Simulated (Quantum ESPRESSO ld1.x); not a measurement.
Results of a calculation; reference values are marked as such.
Task: The mean radii <r> (bohr) of the occupied orbitals of an atom or ion are listed with their occupations. Code: ld1.x of Quantum ESPRESSO 7.5. Model: non-relativistic Kohn-Sham, PBEsol, spin-unpolarised, spherical densities, point nucleus.

| orbital | occ. | <r> |
|---|---|---|
| 1s | 2 | 0.09740 |
| 2s | 2 | 0.4812 |
| 2p | 6 | 0.4427 |
| 3s | 2 | 1.583 |
| 3p | 2 | 1.766 |

Name the element and its charge.

Result: Z = 16, sulfur, charge +2: S2+ in [Ne] 3s2 3p2. The 1s radius gives Z: for a bare nucleus <r> = 1.5/Z, 0.09375 bohr for Z = 16, and screening makes it slightly larger (0.09740 here). The occupations add up to 14, and the charge is Z minus that.
